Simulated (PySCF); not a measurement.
# NMR data sheet: CH11NSi3

```yaml
Formula: CH11NSi3
SMILES: CN([SiH3])[SiH2][SiH3]
InChI: InChI=1S/CH11NSi3/c1-2(3)5-4/h5H2,1,3-4H3
Point_group_of_the_computed_structure: C1
Degrees_of_unsaturation: 0
Carbon_signals: 1
Proton_signals: 4
```

Bonds (- single, = double, # triple, : aromatic): C1-N2, N2-Si3, N2-Si4, Si4-Si5. C1 carries H6, H7, H8; Si3 carries H9, H10, H11; Si4 carries H12, H13; Si5 carries H14, H15, H16.

Single conformer, gas phase, no relativistic terms, rapidly exchanging positions averaged. GFN2-xTB structure; shielding tensors at PBE0/pcSseg-1 (GIAO); PySCF 2.14.

Shifts are taken against calculated references (same method and geometry level): TMS for 1H (σ = 31.72 ppm), 13C (σ = 186.93 ppm), 29Si (σ = 349.16 ppm); NH3 for 15N (σ = 267.73 ppm).

| carbon | δC, type | δH (multiplicity) | HMBC from (2–3 bonds) | span of the C tensor (ppm) |
| --- | --- | --- | --- | --- |
| C1 | 38.4, CH3 | 2.78 (s) | H12/H13, H9/H10/H11 | 61 |

Other nuclei:
```tsv
atoms	nucleus	environment	δ (ppm)	σ (ppm)
H12/H13	1H	hydrogen on a silicon bonded to N, Si	5.19	26.53
H9/H10/H11	1H	hydrogen on a silicon bonded to N	4.65	27.06
H14/H15/H16	1H	hydrogen on a silicon bonded to Si	3.36	28.36
Si4	29Si	silicon bonded to N, Si, 2 H	-33.4	382.6
Si3	29Si	silicon bonded to N, 3 H	-45.1	394.3
Si5	29Si	silicon bonded to Si, 3 H	-130.0	479.1
N2	15N	nitrogen bonded to C, 2 Si	-4.5	272.2
```

- δC 38.4: methyl carbon bonded to N; pulled downfield by the heteroatom.
- δH 5.19: hydrogen on a silicon bonded to N, Si.
- δH 4.65: hydrogen on a silicon bonded to N.
- δH 3.36: hydrogen on a silicon bonded to Si.
- δH 2.78: hydrogen on a methyl carbon bonded to N; its carbon carries N, an electronegative neighbour.

Shifts are as computed. Against solution values, carbons near 30 ppm lie about +3 ppm off and those near 130 ppm about +5 ppm. Of 1309 compounds with measured shifts, 239 miss one by over three times the rms of a fit or turn the order of signals round; such compounds aren't used in these exercises. Experimental scales use liquid or dissolved standards, which lie at an offset from isolated NH3 (liquid NH3: subtract about 20 ppm). Multiplicities follow the n + 1 count of equivalent neighbours, as no J values were calculated; m marks all less simple cases, F and P coupling included.
